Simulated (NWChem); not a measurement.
System: SiH4SeO; SMILES O[SiH2][SeH]

Computed with NWChem. Pople sets run with spherical d functions. This build's default masses of Se (78.918 u) and Br (79.917 u) are each other's, which moves their modes by up to 0.6 %. Each level has its own optimisation; frequencies are unscaled. One conformer.

```tsv
level	r O–Si (Å)	r Se–Si (Å)	r H–O (Å)	r H–Se (Å)	highest harmonic frequency (cm⁻¹)	lowest (cm⁻¹)	zero-point energy (kcal/mol)	dipole (D)
LDA (Slater exchange, VWN5)/def2-SVP	1.659	2.272	0.975	1.484	3766	156	24.1	0.92
Hartree-Fock/6-31G*	1.641	2.289	0.948	1.459	4116	187	26.8	0.93
Hartree-Fock/STO-3G	1.678	2.263	0.985	1.437	4265	170	30.3	1.08
PBE0/def2-SVP	1.661	2.283	0.963	1.472	3921	168	25.0	0.82
```
